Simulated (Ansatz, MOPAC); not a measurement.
Molecule: C$_{2}$H$_{7}$BN, charge 0, multiplicity 2. SMILES: C[B]NC

Atoms: C1, B2, N3, C4, H5, H6, H7, H8, H9, H10, H11. Bonds: C1-B2, C1-H5, C1-H6, C1-H7, B2-N3, N3-C4, N3-H8, C4-H9, C4-H10, C4-H11.

Bond lengths (Å) and angles (degrees) optimised at PM3 with MOPAC; PM6 with MOPAC; MNDO with MOPAC; MP2/6-31G* with Ansatz (an electronic-structure program), each started from the B3LYP-D3(BJ)/def2-TZVP structure (Ansatz) of the last column. A row stands for all coordinates that are equal there; 10 of 19 kinds are shown. 6-31G* holds six Cartesian d functions. No wavenumbers were computed at MNDO, MP2/6-31G*, so these may be saddle points.

```csv
coordinate,PM3,PM6,MNDO,MP2/6-31G*,B3LYP-D3(BJ)/def2-TZVP
C1-B2,1.460,1.560,1.541,1.574,1.561
C1-H5,1.100,1.092 to 1.104,1.110 to 1.116,1.095,1.093
C1-H6,1.100,1.088,1.111,1.098,1.099
B2-N3,1.351,1.375,1.370,1.389,1.377
N3-C4,1.474,1.470,1.456,1.457,1.456
N3-H8,0.994,1.008,1.006,1.018,1.016
C4-H9,1.100,1.107,1.112,1.090,1.088
C1-B2-N3,153.5,132.2,133.9,125.1,127.6
B2-N3-C4,121.6,118.5,124.5,126.8,127.4
B2-C1-H5,109.7,107.9,108.9,110.7,111.0
```

A range marks coordinates that this level makes unequal.

Mean signed difference of all 10 bond lengths from B3LYP-D3(BJ)/def2-TZVP: PM3 -0.009 Å, PM6 0.003 Å, MNDO 0.008 Å, MP2/6-31G* 0.004 Å.
